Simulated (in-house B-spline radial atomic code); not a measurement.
## The rubidium ion Rb⁷⁺: [Ne] 3s2 3p5 3d10 4s2 4d1 (an excited or competing configuration)

Method: Dirac-Hartree-Fock, average of configuration, Fermi nucleus of rms radius 4.2036 fm. Calculated with an all-electron radial atomic-structure program (B-spline basis).

Effective charges: Z_r = [3n² - l(l+1)]/(2<r>) from the radius, Z_e = n√(-2ε) from the energy, and Slater's rules. Values are occupation-weighted means over j. An effective charge above Z reflects the relativistic contraction of the inner shells.

| shell | electrons | ε (eV) | <r> (bohr) | Z_r | Z_e | Slater |
| --- | --- | --- | --- | --- | --- | --- |
| 1s | 2 | -15441 | 0.04027 | 37.25 | 33.69 | 36.70 |
| 2s | 2 | -2245.5 | 0.1769 | 33.92 | 25.69 | 32.85 |
| 2p | 6 | -2001.3 | 0.1551 | 32.25 | 24.26 | 32.85 |
| 3s | 2 | -466.23 | 0.5018 | 26.90 | 17.56 | 26.10 |
| 3p | 5 | -387.91 | 0.5085 | 24.58 | 16.02 | 26.10 |
| 3d | 10 | -253.17 | 0.5038 | 20.84 | 12.94 | 16.85 |
| 4s | 2 | -137.33 | 1.257 | 19.09 | 12.71 | 12.20 |
| 4d | 1 | -84.845 | 1.607 | 13.07 | 9.99 | 8.00 |

The least bound orbital is 4d5/2 at -84.76 eV, and it is also the most diffuse (<r> = 1.609 bohr). The part-filled 3p shell lies below the filled 4s shell in orbital energy.

Spin-orbit splittings of the orbital energies (j = l + 1/2 above j = l - 1/2 when positive): 2p 61.42 eV, 3p 9.816 eV, 3d 1.686 eV, 4d 0.2099 eV.

For the 1s electron the small component carries 1.81 % of the norm, the zero-frequency Breit interaction raises the level by 25.64 eV, self-energy by 13.75 eV, and vacuum polarisation lowers it by 1.455 eV.

The density falls to 0.001 bohr⁻³ at 2.806 bohr; Σ<r²> = 11.863 bohr² gives, by the non-relativistic formula and without the paramagnetism of open shells, a Langevin diamagnetic susceptibility of -9.395×10⁻⁶ cm³/mol.
